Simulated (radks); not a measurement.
Results of a calculation; reference values are marked as such.
Dipole-allowed excitations along the series with 36 electrons in [Kr]. Code: a radial shooting solver on a logarithmic mesh with Libxc functionals. Model: scalar-relativistic Kohn-Sham, exchange-only LDA, spin-polarised, spherical densities, finite nucleus; Fermi nuclear charge, rms radius of each element as measured or else 0.836 A^(1/3) + 0.57 fm. Time-dependent linear response with the Hartree and adiabatic exchange-only LDA kernel, continuum included through the Sternheimer equations, no spin-orbit coupling, so fine structure and intercombination lines are absent. Lines are the poles of the dipole polarisability below minus the highest occupied eigenvalue, found on a grid refined at the orbital gaps; the lowest seven at most are given, and weak or close lines can be missed. The first line takes the name of the lowest orbital gap if no other gap lies below it; otherwise a line is named after a gap within 0.6 % of it, if that gap stands alone.

species  -e(HOMO) (eV)  lowest orbital gap (eV)  first line (eV)      f  strongest line (eV)  its f  static alpha (bohr^3)
Sr2+            35.109             4p-5s 22.309   22.447 (4p-5s)  0.451  26.705 (unassigned)   3.20                  6.057
Zr4+            71.212             4p-4d 32.139   39.098 (4p-5s)  0.399  39.947 (unassigned)   5.44                  3.019
Nb5+            92.343             4p-4d 36.451   45.723 (4p-4d)   5.45            the first   5.45                  2.292
Mo6+            115.44             4p-4d 40.666   51.217 (4p-4d)   5.49            the first   5.49                  1.795
Tc7+            140.46             4p-4d 44.821   56.527 (4p-4d)   5.41            the first   5.41                  1.439
